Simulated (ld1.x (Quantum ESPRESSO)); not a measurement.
# zirconium (Zr), RRKJ: configuration errors across variants

ld1.x (Quantum ESPRESSO) 7.5 input, shortened:

```
&input
   title='Zr', zed=40., rel=1, dft='PZ', iswitch=3,
   config='[Kr] 4d2 5s1.75 5p0'
 /
 &inputp
   pseudotype=2, tm=.false., lloc=0,
   nlcc=.false.
 /
3
4P  2  1   6.00   0.00  2.25  2.25  0.0
4D  3  2   2.00   0.00  2.00  2.00  0.0
5S  1  0   1.75   0.00  3.15  3.15  0.0
 &test
   configts(1)='4p6 4d2 5s1.75 5p0'
 /
```

All-electron excitation energies from the reference (eV): (1) 4p6 4d2 5s2 5p0 -1.315; (2) 4p6 4d2 5s1 5p0 6.037; (3) 4p6 4d2 5s0 5p0 19.278; (4) 4p6 4d0 5s0 5p0 76.477; (5) 4p6 4d2 5s0 5p1 9.849; (6) 4p6 4d1 5s2 5p1 1.750; (7) 4p6 4d3 5s1 5p0 -0.091; (8) 4p6 4d2 5s1.75 5p0 spin -0.578; (9) 4p6 4d2 5s2 5p0 spin -1.798.

Spin tests fill each open shell by Hund’s rule, majority spin first.

Errors AE − PS in meV (a dash: test not solved or not reliable):

```csv
change,(1),(2),(3),(4),(5),(6),(7),(8),(9),bound ghosts
base,+0.1,-1.9,-15,+80,-855,-699,-39,+71,+64,none
wave 4d (bound): rc 2.00 bohr becomes 4d (bound): rc 1.26 bohr,+0.2,-2.0,-16,+51,-856,-704,-41,+66,+59,none
wave 4d (bound): rc 2.00 bohr becomes 4d (bound): rc 1.64 bohr,+0.1,-2.0,-15,+62,-856,-702,-40,+69,+62,none
wave 4d (bound): rc 2.00 bohr becomes 4d (bound): rc 1.96 bohr,+0.1,-1.9,-15,+77,-855,-700,-39,+71,+64,none
wave 4d (bound): rc 2.00 bohr becomes 4d (bound): rc 2.70 bohr,+0.2,-1.6,-14,+283,-855,-671,-26,+88,+79,none
wave 4d (bound): rc 2.00 bohr becomes 4d (bound): rc 3.00 bohr,+0.2,-1.6,-15,+502,-856,-641,-12,+102,+91,none
```

Question: Give the same row for: wave 4d (bound): rc 2.00 bohr becomes 4d (bound): rc 2.24 bohr.

Answer: +0.1, -1.8, -15, +118, -855, -694, -36, +75, +67; bound ghosts: none.
